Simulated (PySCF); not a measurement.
Species: C5H7NO2S.
Cartesian coordinates in Å at the PBE0-D3(BJ)/def2-SVP level; atoms count from 1:
```xyz
16
C5H7NO2S angstrom
C     -2.7477   -0.7705    0.3821
S     -1.6298   -1.3419   -0.9329
O     -1.9498   -0.5369   -2.1568
C     -0.1559   -0.5868   -0.2717
C      0.6003    0.3914   -0.8416
C      1.7180    0.5679    0.0439
N      2.7821    1.4262   -0.1686
C      1.5318   -0.3298    1.0656
O      0.3856   -1.0442    0.8627
H     -2.7443    0.3279    0.3606
H     -3.7473   -1.1593    0.1442
H     -2.4003   -1.1597    1.3498
H      0.3773    0.9009   -1.7759
H      3.3253    1.6443    0.6577
H      2.5417    2.2668   -0.6797
H      2.1045   -0.5786    1.9536
```

Computed with PySCF, PBE0-D3(BJ)/def2-SVP geometry optimisation, gas phase.

Take the most abundant isotopes and a rigid rotor. The values belong to one conformer with, in the numbering `[CH3:1][S@@:2](=[O:3])[c:4]1[cH:5][c:6]([NH2:7])[cH:8][o:9]1`, C1–S2–C4–C5 -117°.

**Question.** Give the principal moments of inertia and the rotational constants in cm⁻¹.

**Answer.** Ia = 152.15, Ib = 588.91, Ic = 682.94 u·Å²; 505379 MHz·u·Å²/I gives 3322, 858.2 and 740.0 MHz, that is A = 0.11079, B = 0.02863, C = 0.02468 cm⁻¹.

**Question.** Classify the top.

**Answer.** A near-prolate asymmetric top; Ray's κ = -0.908.

**Question.** What does the inertial defect say?

**Answer.** Not planar: Δ = Ic − Ia − Ib = -58.12 u·Å². For a rigid frame Δ = −2 Σ m c², so Σ m c² = 29.06 u·Å² lies off the ab plane: 6.95 from hydrogen and 22.11 from heavier atoms. The atom farthest from that plane is 1.93 Å away.

**Question.** Give the other two planar moments, Paa and Pbb, and the rms extents of the mass along the axes.

**Answer.** Paa = Σ m a² = (Ib + Ic − Ia)/2 = 559.85 and Pbb = Σ m b² = (Ia + Ic − Ib)/2 = 123.09 u·Å². With the mass M = 145.02 u, the rms extents √(P/M) along a, b and c are 1.96, 0.92, 0.45 Å.

**Question.** List the rotational levels J(Ka,Kc) to J = 5 (K).

**Answer.** Above 0(0,0), as E/k:
J = 1: 1(0,1) 0.077, 1(1,1) 0.195, 1(1,0) 0.201
J = 2: 2(0,2) 0.230, 2(1,2) 0.343, 2(1,1) 0.360, 2(2,1) 0.714, 2(2,0) 0.715
J = 3: 3(0,3) 0.459, 3(1,3) 0.564, 3(1,2) 0.598, 3(2,2) 0.944, 3(2,1) 0.945, 3(3,1) 1.550, 3(3,0) 1.550
J = 4: 4(0,4) 0.764, 4(1,4) 0.859, 4(1,3) 0.916, 4(2,3) 1.251, 4(2,2) 1.254, 4(3,2) 1.857, 4(3,1) 1.857, 4(4,1) 2.704, 4(4,0) 2.704
J = 5: 5(0,5) 1.144, 5(1,5) 1.228, 5(1,4) 1.313, 5(2,4) 1.634, 5(2,3) 1.641, 5(3,3) 2.241, 5(3,2) 2.241, 5(4,2) 3.088, 5(4,1) 3.088, 5(5,1) 4.177, 5(5,0) 4.177

**Question.** Predict some low-J microwave lines.

**Answer.** The dipole components are |μa| = 2.75 D, |μb| = 2.45 D, |μc| = 2.06 D. The squared components, which scale the intensities, stand as 1.00 : 0.79 : 0.56 (a : b : c). Some lines, for components of 0.1 D or more:

```tsv
type	branch	J(Ka,Kc)	MHz	lower level (cm⁻¹)
b	R	2(0,2) ← 1(1,1)	729	0.135
a	Q	4(1,3) ← 4(1,4)	1181	0.597
b	R	5(1,4) ← 4(2,3)	1283	0.870
b	Q	2(1,1) ← 2(0,2)	2704	0.160
a	R	2(1,1) ← 1(1,0)	3315	0.139
b	Q	5(1,4) ← 5(0,5)	3522	0.795
a	R	4(2,2) ← 3(2,1)	6431	0.657
b	R	3(1,3) ← 2(0,2)	6964	0.160
c	Q	2(2,1) ← 2(1,1)	7390	0.250
a	R	5(1,5) ← 4(1,4)	7678	0.597
a	R	5(2,4) ← 4(2,3)	7982	0.870
a	R	5(3,2) ← 4(3,1)	8006	1.291
c	R	3(2,1) ← 2(1,1)	12205	0.250
c	Q	3(3,1) ← 3(2,1)	12594	0.657
c	R	5(2,3) ← 4(1,3)	15110	0.637
c	Q	5(4,2) ← 5(3,2)	17643	1.558
c	Q	4(4,1) ← 4(3,1)	17649	1.291
b	R	5(3,2) ← 4(2,3)	20633	0.870
b	Q	5(5,1) ← 5(4,2)	22694	2.146
c	R	4(4,0) ← 3(3,0)	24050	1.077
c	R	5(4,1) ← 4(3,1)	25649	1.291
c	R	5(4,2) ← 4(3,2)	25650	1.291
```

**Question.** Estimate the classical rotational partition function at 10 K, 200 K and 500 K.

**Answer.** Point group C1, symmetry number σ = 1; q = (√π/σ)·√((kT/h)³/(ABC)), k/h = 20836.6 MHz/K: 3670 at 10 K, 328000 at 200 K, 1300000 at 500 K.

PBE0-D3(BJ)/def2-SVP frequencies: not computed here. These are rigid-rotor constants of the computed structure; measured ground-state constants (B0) also hold zero-point vibration. A rigid rotor knows nothing of inversion at nitrogen or internal rotation, which can split or shift real lines. Quadrupole hyperfine structure (14N) is left out.
